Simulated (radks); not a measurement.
Values are calculated unless marked as measured or tabulated.
Excited configurations of Kr II: one electron is placed in a higher orbital outside [Ar] 3d10 4s2 4p4. The ground configuration is [Ar] 3d10 4s2 4p5. Level of theory: scalar-relativistic Kohn-Sham, PBE, spin-polarised, spherical densities, point nucleus; open shells are filled with parallel spins first (a radial shooting solver on a logarithmic mesh with Libxc functionals). Excitation = E - E(ground); binding = E(ion) - E, where the ion is the core of charge +2; n* = 2/sqrt(2 binding) in atomic units, and the quantum defect is n - n*.

outer orbital,excitation (eV),binding (eV),quantum defect,eigenvalue (eV),<r> (bohr)
4d,15.242,9.135,1.559,-5.807,3.221
5s,13.851,10.526,2.726,-8.156,4.121
5p,16.547,7.829,2.364,-6.016,5.081
5d,19.666,4.711,1.601,-3.596,7.702
5f,21.880,2.497,0.331,-1.891,14.15
6s,19.066,5.310,2.799,-4.251,8.140
6d,21.450,2.927,1.688,-2.319,13.34
6f,22.581,1.796,0.494,-1.417,21.23
7p,21.640,2.737,2.541,-2.218,15.40
7f,23.035,1.342,0.631,-1.087,29.73

The Delta-SCF ionisation energy is 24.377 eV (NIST Atomic Spectra Database: 24.360 eV, measured). Self-interaction in the functional shifts the binding energies and quantum defects, so they are the method's values and not measured ones. Open shells are spherical and high-spin; term and fine-structure splittings are not resolved.
